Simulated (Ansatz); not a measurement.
The same path of CH₄AlNOSe (9 atoms, charge 0, multiplicity 1) was run twice with different band settings. The coordinate that changes most is the dihedral H6–O1–C2–N4.

The calculation used RKS PBE/def2-mTZVP (Ansatz).

Relaxed end points:

```xyz
9
Properties=species:S:1:pos:R:3
O -0.305 1.072 1.138
C 0.066 0.121 0.177
Se 0.760 -1.557 1.073
N -0.906 -0.233 -0.862
Al 0.454 0.536 -1.684
H -0.832 0.614 1.831
H 1.626 -0.840 2.054
H -1.772 -0.734 -0.637
H 0.997 0.975 -3.107
```

```xyz
9
Properties=species:S:1:pos:R:3
O -0.358 0.698 1.438
C 0.082 0.009 0.294
Se 0.935 -1.685 0.949
N -0.895 -0.242 -0.752
Al 0.467 0.583 -1.558
H -0.940 1.419 1.116
H 1.651 -1.049 2.091
H -1.691 -0.866 -0.571
H 0.837 1.086 -3.024
```

Common settings: movable images 7; climbing image yes; spring 5.0 eV/Å²; optimiser quadratic models (default); force threshold 0.05 eV/Å; iteration limit 60; end points relaxed.

| run | start path |
| --- | --- |
| 1 | through a guess of the saddle point |
| 2 | straight line |

Problem. What does each run give, and how far can it be trusted?

Solution. Run 1: converged after 22 iterations, highest image 0.110 eV above the first end. A vibrational analysis at the climbing image gives one clearly imaginary mode, 247i cm⁻¹: a first-order saddle point.
Run 2: converged after 14 iterations, highest image 0.110 eV above the first end. Another band between the same ends (7 images) ends at a top of the same energy, where a vibrational analysis finds 1 clearly imaginary mode.
